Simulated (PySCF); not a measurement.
Species: C3H10GeSi.
Geometry (PBE0-D3(BJ)/def2-SVP, Å), atoms numbered from 1 in this order:
```
atom  x, y, z in Å
C1    -2.6247   -0.8014   -0.0548
C2    -2.2321    0.3902   -0.5129
Ge3   -0.3761    0.9580   -0.5964
C4     0.8004   -0.4952   -0.0144
Si5    2.6313   -0.0800   -0.0804
H6    -1.9115   -1.5497    0.3088
H7    -3.6817   -1.0892   -0.0206
H8    -2.9967    1.0948   -0.8646
H9    -0.1632    2.1914    0.3080
H10   -0.0235    1.3690   -2.0423
H11    0.6033   -1.3742   -0.6505
H12    0.5289   -0.7682    1.0189
H13    3.4675   -1.2476    0.3406
H14    3.0289    0.3043   -1.4703
H15    2.9367    1.0682    0.8283
```

Method used: TDDFT CAM-B3LYP/def2-SVPD, vertical, gas phase, core orbitals frozen in the response (PySCF 2.14.0, density-fitted response routines). The CAM-B3LYP/def2-SVPD calculation is non-relativistic and has no spin–orbit coupling, an omission that weighs most on germanium.

Ground-to-excited transition dipoles (e·a0, same axes as the geometry; the sign carries no meaning), for the states with f of 0.002 or more among the lowest 10:

```csv
state,E (eV),μx,μy,μz
S2,7.255,-1.023,-1.047,0.376
S3,7.408,0.142,0.291,0.147
S4,7.740,0.272,-0.225,0.107
S7,8.199,-0.174,0.165,0.238
S8,8.206,-0.039,-0.070,-0.294
S9,8.335,0.158,-0.067,0.137
S10,8.382,-0.089,0.119,0.299
```

(1) Work out the oscillator strengths.

(2) Which bond between heavy atoms lies closest to the direction of the S2 transition dipole?

(3) What angle do the transition dipoles of S8 and S10 make?

(4) What peak molar absorption coefficient would the strongest computed level give as a lone Gaussian band 0.4 eV wide at half height?

## Answers

(1) f = (2/3) ΔE |μ|² with ΔE in hartree (27.2114 eV).

| state | \|μ\|² (au) | \|μ\| (D) | f |
| --- | --- | --- | --- |
| S2 | 2.285 | 3.84 | 0.406 |
| S3 | 0.126 | 0.90 | 0.023 |
| S4 | 0.136 | 0.94 | 0.026 |
| S7 | 0.114 | 0.86 | 0.023 |
| S8 | 0.093 | 0.77 | 0.019 |
| S9 | 0.048 | 0.56 | 0.010 |
| S10 | 0.112 | 0.85 | 0.023 |

(2) C1–C2, at 26° from it; next C2–Ge3 at 31°.

(3) |cos θ| = |μa·μb| / (|μa| |μb|) = 0.91, so θ ≈ 24° (taken between 0 and 90°, since the signs are arbitrary).

(4) ε(max) = 2.175×10⁸ f / FWHM, with the width in cm⁻¹. S2: 2.175×10⁸ × 0.4060 / 3226 ≈ 27000 L mol⁻¹ cm⁻¹.

All these states lie below the vertical ionisation energy of 10.03 eV (ΔSCF).

Hardware: an Arm Neoverse N1 with one thread, shared host with 64 logical CPUs at a one-minute load of 61. Cost: 6.5 min (grids of density and orbitals included), 1.1 GiB resident at most.

One conformer stands for the species.
